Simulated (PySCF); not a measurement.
## Correlation energy of Cl⁺ (chlorine, charge +1)

[Ne] 3s2 3p4, high-spin 3P determinant. All numbers are calculated (PySCF 2.14, the spin-free X2C one-electron Hamiltonian (Gaussian nucleus), in x2c-TZVPPall). Frozen: [Ne]; 6 electrons correlated.

```
  level  correlation energy (mhartree)
   CCSD                        -148.56
    (T)                          -4.37
CCSD(T)                        -152.93
  CCSDT                        -153.65
```

Diagnostics: T1 = 0.0087, D1 = 0.0279, largest double amplitude 0.059.

Cost of the coupled-cluster step: roughly 0.9 core-seconds, for 6 correlated electrons.
